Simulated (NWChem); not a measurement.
System: HfF4; SMILES [F][Hf]([F])([F])[F]

Computed with NWChem. Geometry: optimised at PBE0/def2-SVP. Not confirmed as a minimum by frequencies. def2 effective core potentials on Hf; no spin-orbit coupling. B3LYP is NWChem's, with the RPA form of VWN correlation.

Taking B3LYP/def2-TZVPP as the yardstick, which of these has the fewest basis functions while keeping “highest occupied level (eV)” within 0.05 eV of it: B3LYP/def2-TZVP; B3LYP/def2-SVP; B3LYP/def2-SVPD?

B3LYP/def2-TZVP.
| level | basis functions | highest occupied level (eV) |
|---|---|---|
| B3LYP/def2-SVP | 88 | -11.66 |
| B3LYP/def2-SVPD | 127 | -12.02 |
| B3LYP/def2-TZVP | 164 | -11.86 |
| B3LYP/def2-TZVPP | 180 | -11.86 |

The yardstick is one finite set, not the basis-set limit.
